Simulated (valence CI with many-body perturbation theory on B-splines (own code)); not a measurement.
Questions on Tb LIII

Method: relativistic CI+MBPT: three valence electrons over a frozen Dirac-Fock core [Ne], radial functions for each j: 11 s, 11 p, 9 d, 7 f, 5 g, 2 h, 1 i, with the one-electron correlation potential Σ1 (screened to all orders), the two-electron term Σ2, the three-electron term Σ3, Breit, model QED; selected single and double excitations, second order for the rest (own B-spline code, finite nucleus).

The last digits are not significant, and no measured levels were compared; by estimate large intervals hold to a few tenths of a per cent, small ones and those within an open d or f shell to about a per cent.

Levels are named by their leading jj configuration (3d3/2^4 stands for four electrons in 3d with j = 3/2), which in mixed levels can hold well under half, so a name can repeat and another be missing.

Rates and lifetimes use the calculated energies. Strong lines usually hold to 10 to 20 %, long lifetimes can be off by a factor of two.

**Question.** What is the ground level?

**Answer.** (3s^2 3p1/2) J=1/2, composition 99 % 3s²3p ²P°, g = 0.652.

**Question.** Among levels below 7839.4 × 10³ cm⁻¹, which E1 lines absorb most strongly from the ground level?

**Answer.** to (3s^2 3d3/2) J=3/2 at 3.145 nm, f = 0.399; to (3s 3p1/2 3p3/2) J=1/2 at 3.537 nm, f = 0.190; to (3s 3p1/2 3p3/2) J=3/2 at 3.625 nm, f = 0.118.

**Question.** Name the longest-lived excited levels whose lifetime is computed, and their main decay.

**Answer.** (3s 3p3/2 3d5/2) J=9/2 at 5864.6 × 10³ cm⁻¹ lives 30.8 ns, mostly by M1 to (3s 3p1/2 3d5/2) J=7/2; (3s^2 3p3/2) J=3/2 at 1587.1 × 10³ cm⁻¹ lives 19.3 ns, mostly by M1 to (3s^2 3p1/2) J=1/2.

**Question.** How well does LS coupling describe the low levels?

**Answer.** Among the lowest 20 levels the leading LS term, summed over configurations, holds 66 % on average. For single configurations the figures are 64 % in LS and 93 % in jj coupling. Terms mix most in the J = 3/2 level at 4257.1 × 10³ cm⁻¹, where the leading one holds 38 %.

**Question.** What is the ionisation energy?

**Answer.** 4878.8 eV; NIST lists 4877 ± 4 eV (theoretical).
